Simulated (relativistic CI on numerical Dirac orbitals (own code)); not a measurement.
One change at a time: Bi63+

Base calculation: Dirac-Coulomb-Breit CI, separate exchange-only KLI orbitals for each configuration, model QED (radiative potential, 1s self-energy scaled to tabulated hydrogen-like ionisation energies), unscaled Slater integrals.

Configurations in the expansion (outside the closed core [Ne]): 3s2.3p6.3d2, 3s2.3p5.3d3, 3s.3p6.3d3, 3s2.3p6.3d.4s, 3s2.3p6.3d.4p, 3s2.3p6.3d.4d, 3s2.3p5.3d2.4s, 3s2.3p6.3d.4f, 3s2.3p5.3d2.4p, 3s2.3p5.3d2.4d, 3p6.3d4, 3p5.3d5, 3p5.3d4.4s, 3p6.3d3.4s, 3p5.3d3.4s2. Double excitations out of closed p, d and f shells are left out; levels of such configurations are missing from the list, as are those of other unlisted configurations, and high levels can miss mixing partners. These lack a partner that the ground configuration has and come out too high: 3s2.3p5.3d2.4p, 3s2.3p5.3d2.4d.

The lowest level and the first level of each name with at least 55 % of one term (blank where a level has no safe partner in the second run):

```tsv
Level	Base (eV)	Shift (eV)
3s2.3p6.3d2 3F_2	0.000	0.000
3s2.3p6.3d2 3P_0	28.659	-2.606
3s2.3p6.3d2 3F_3	125.653	+0.401
3s2.3p6.3d2 1G_4	141.971	-1.270
3s2.3p6.3d2 3P_1	144.198	-1.262
3s2.3p6.3d2 3F_4	260.756	-0.182
3s2.3p6.3d2 1S_0	300.240	-3.891
3s2.3p5.3d3 3I°_7	578.749	+1.044
3s2.3p5.3d3 3P°_1	580.959	+1.321
```

At this charge energies of transitions that change n are usually good to better than 1 %, and those within a shell (Δn = 0) to a few per cent.

(1) One thing was changed in a second run, which moved the levels as shown. Which?
A. valence Slater integrals scaled by 0.9
B. one mean potential for all configurations
C. QED terms removed
D. Breit term removed
E. configuration mixing switched off

Answers

(1) A. Valence Slater integrals scaled by 0.9. Scaling acts on the splittings between terms and on the mixing, and leaves the fine structure of pure LS terms nearly alone; in jj coupling it moves the levels of one term differently.

LS names give the leading component of a level, which can be under half, so a name can repeat, a term be missing and a line seem to break the LS rules.
